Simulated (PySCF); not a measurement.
Species: CF3(CH2)2OH, C3H5F3O.
Cartesian coordinates in Å at the PBE0-D3(BJ)/def2-SVP level; atoms count from 1:
```
atom  x, y, z in Å
O1     0.5857   -1.5705    1.6929
C2     0.7623   -0.6388    0.6657
C3    -0.5629   -0.0619    0.1815
C4    -0.4127    0.9307   -0.9379
F5    -1.5998    1.3776   -1.3559
F6     0.3055    1.9974   -0.5598
F7     0.2086    0.3915   -1.9937
H8     0.2638   -1.1056    2.4721
H9     1.4398    0.1869    0.9560
H10    1.2490   -1.1703   -0.1658
H11   -1.2194   -0.8722   -0.1684
H12   -1.0854    0.4542    1.0029
```

The closed-shell ground state was solved at several levels (PySCF, density fitting, gas phase, non-relativistic).

| level | basis functions | total energy (Eh) | HOMO (eV) | LUMO (eV) | gap (eV) | dipole (D) |
| --- | --- | --- | --- | --- | --- | --- |
| PBE0/pcSseg-1 | 144 | -491.5498 | -8.37 | 1.02 | 9.39 | 1.90 |
| BHandHLYP/pcSseg-1 | 144 | -491.8242 | -10.07 | 1.66 | 11.73 | 1.97 |
| PBE/pcSseg-1 | 144 | -491.5427 | -6.58 | 0.13 | 6.71 | 1.81 |
| PBE0/def2-SVP | 123 | -491.2201 | -8.18 | 1.41 | 9.59 | 1.91 |
| PBE0/aug-cc-pVDZ | 206 | -491.6609 | -8.47 | -0.32 | 8.15 | 1.86 |
| KT2/pcSseg-2 | 322 | -499.2408 | -6.99 | -0.51 | 6.48 | 1.86 |
| KT2/pcSseg-1 | 144 | -498.9889 | -6.81 | 0.10 | 6.91 | 1.83 |
| PBE0/IGLO-III | 295 | -491.8107 | -8.47 | 0.34 | 8.81 | 1.89 |
| PBE0/6-311+G(2d,p) | 219 | -491.7527 | -8.51 | -0.01 | 8.50 | 1.94 |
| wB97X-D/def2-SVPD | 192 | -491.6099 | -10.52 | 1.98 | 12.50 | 1.90 |

**Question.** Estimate the row for KT3/pcSseg-1, a basis of 144 functions; the other rows only guide the guess.

**Answer.** Total energy -498.4049 Eh, HOMO -6.79 eV, LUMO -0.04 eV, gap 6.75 eV, dipole 1.80 D.

**Question.** Over all these levels, which gives the widest orbital gap and which the narrowest?

**Answer.** wB97X-D/def2-SVPD (range-separated hybrid) has the widest, 12.50 eV, and KT2/pcSseg-2 (GGA) the narrowest, 6.48 eV. Functional and basis both differ between the two, so the spread mixes both effects.

**Question.** How much does the basis alone move the frontier levels among the 5 PBE0 rows?

**Answer.** The HOMO by 0.33 eV and the LUMO by 1.73 eV. By rising basis size (HOMO, LUMO in eV): def2-SVP -8.18, 1.41; pcSseg-1 -8.37, 1.02; aug-cc-pVDZ -8.47, -0.32; 6-311+G(2d,p) -8.51, -0.01; IGLO-III -8.47, 0.34.

**Question.** In the pcSseg-1 basis, how does the gap go with the fixed share of exact exchange?

**Answer.** PBE (0 %) 6.71 eV; KT3 (0 %) 6.75 eV; KT2 (0 %) 6.91 eV; PBE0 (25 %) 9.39 eV; BHandHLYP (50 %) 11.73 eV. Each rise in the share widens the gap here.

**Question.** How far do the dipole and the HOMO energy spread over the levels?

**Answer.** The dipole runs from 1.80 to 1.97 D (mean 1.88 D) and the HOMO from -10.52 to -6.58 eV.

One conformer stands for the species.

wB97X-D is run here without its empirical dispersion term; that term would change no orbital, density or response property at a fixed geometry.
